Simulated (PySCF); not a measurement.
Coordinates in bohr (charge 0 multiplicity 1):
```
Sn    0.0000    0.0000   -1.4884
N     0.0000    0.0000   -4.9310
Br    0.0000    0.0000    3.1363
```

Computed with PBE0/[Sn def2-TZVP with ECP28, N def2-TZVP, Br def2-TZVP], scalar-relativistic core potentials, density fitting, no spin–orbit coupling, PySCF.

This geometry of BrSnN is a stationary point at this level.

**Question.** What is the point group?

**Answer.** C∞v.

**Question.** Is it a minimum?

**Answer.** Yes: all harmonic wavenumbers are real.

**Question.** List the harmonic modes with their infrared intensities.

**Answer.** 
| symmetry | ω (cm⁻¹) | IR (km/mol, summed over degenerate members) |
| --- | --- | --- |
| π | 76 | 23.8 |
| σ+ | 256 | 20.7 |
| σ+ | 874 | 11.0 |

**Question.** What is the atomisation energy, with and without zero-point energy?

**Answer.** 443 kJ/mol without, 435 kJ/mol with.

In C∞v the vibrations span π + 2σ+.

Only a few start shapes were tried, so a lower isomer may exist.
